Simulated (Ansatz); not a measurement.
Molecule: BiBr₂ (charge 0, doublet). It need not be the lowest isomer of its formula. 
Structure (B3LYP-D3(BJ)/def2-TZVP (Ansatz, a program for electronic structure) minimum search):
SMILES: [Br][Bi][Br]
```xyz
3

Bi    -0.3605    -0.3057     0.6008
Br    -0.8694     1.8924    -0.7121
Br     1.7243    -1.1674    -0.7127
```
Charge 0, spin multiplicity 2.

Basis-set convergence of Hartree-Fock and CCSD correlation energies (hartree) with Ansatz. Cores are frozen in the correlated levels unless marked. UHF or UKS for open shells. No spin-orbit coupling. The frozen core is the preceding noble-gas configuration, with the filled d and f shells of earlier blocks. In def2 rows, elements after Kr have scalar-relativistic effective core potentials.

```
basis        functions        E(HF)  E(corr, CCSD)
-----------  ---------  -----------  -------------
def2-SVPD          114  -5357.85907       -0.34360
def2-TZVPPD        170            …              …
```

Problem. Some entries are withheld; supply them.

Solution. 
- def2-TZVPPD, E(HF): -5358.49481
- def2-TZVPPD, E(corr, CCSD): -0.43919
